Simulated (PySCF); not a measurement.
C₄H₇O₂, multiplicity 2. Atoms are numbered in the order given.

```xyz
13

C      2.5436     0.6521     0.1306
C      1.3251    -0.1507     0.3509
O      0.1552     0.4470    -0.0502
C     -0.9910    -0.3012    -0.0674
C     -2.1571     0.5479    -0.4785
O     -1.0184    -1.4700     0.2251
H      3.4034     0.1913     0.6380
H      2.8011     0.7440    -0.9451
H      2.4204     1.6794     0.5144
H      1.2840    -1.2315     0.5014
H     -1.9338     1.0818    -1.4140
H     -2.3478     1.3124     0.2911
H     -3.0455    -0.0825    -0.5989
```
Charge 0, spin multiplicity 2.

Coordinates come from a r2SCAN-D4/def2-SVP optimisation. The isomer is the one that the SMILES or the coordinates give; other isomers of the formula were not compared. Other conformers were not sampled.

Method: PySCF with r2SCAN-D4/def2-SVP.

Frequencies are harmonic and unscaled.

Question: Estimate the vibrational spectrum. (An estimate is asked for; the answer gives what the named calculation found.)

Answer: 
| mode | ν (cm⁻¹) | IR (km/mol) | moving atoms (share of kinetic energy) |
|---|---|---|---|
| 1 | 40 | 0.8 | H 95 % |
| 2 | 85 | 0.1 | H 39 %, C 32 %, O 29 % |
| 3 | 127 | 1.2 | H 68 %, O 17 %, C 15 % |
| 4 | 187 | 5.0 | H 40 %, C 32 %, O 28 % |
| 5 | 212 | 4.3 | C 37 %, O 32 %, H 31 % |
| 6 | 377 | 12.3 | C 44 %, H 32 %, O 23 % |
| 7 | 412 | 9.7 | H 42 %, C 35 %, O 23 % |
| 8 | 444 | 8.9 | H 49 %, C 34 %, O 17 % |
| 9 | 584 | 1.7 | C 49 %, H 31 %, O 20 % |
| 10 | 651 | 8.9 | C 51 %, O 33 %, H 15 % |
| 11 | 856 | 21.6 | H 41 %, O 39 %, C 20 % |
| 12 | 967 | 2.8 | O 39 %, C 37 %, H 25 % |
| 13 | 986 | 2.9 | H 72 %, C 27 % |
| 14 | 1011 | 30.2 | H 57 %, C 28 %, O 15 % |
| 15 | 1030 | 8.8 | H 52 %, C 45 % |
| 16 | 1145 | 6.4 | C 54 %, H 40 % |
| 17 | 1186 | 37.5 | H 40 %, C 33 %, O 28 % |
| 18 | 1237 | 405.9 | C 62 %, O 20 %, H 18 % |
| 19 | 1344 | 17.0 | H 77 %, C 22 % |
| 20 | 1369 | 53.5 | H 67 %, C 32 % |
| 21 | 1413 | 5.8 | H 56 %, C 43 % |
| 22 | 1434 | 12.4 | H 90 %, C 10 % |
| 23 | 1437 | 14.0 | H 96 % |
| 24 | 1443 | 9.7 | H 96 % |
| 25 | 1455 | 6.7 | H 95 % |
| 26 | 1844 | 291.4 | C 65 %, O 34 % |
| 27 | 2969 | 35.6 | H 95 % |
| 28 | 3054 | 1.7 | H 97 % |
| 29 | 3067 | 14.2 | H 92 % |
| 30 | 3145 | 1.8 | H 91 %, C 9 % |
| 31 | 3146 | 7.2 | H 91 %, C 9 % |
| 32 | 3198 | 2.3 | H 90 %, C 10 % |
| 33 | 3226 | 2.0 | H 92 %, C 8 % |
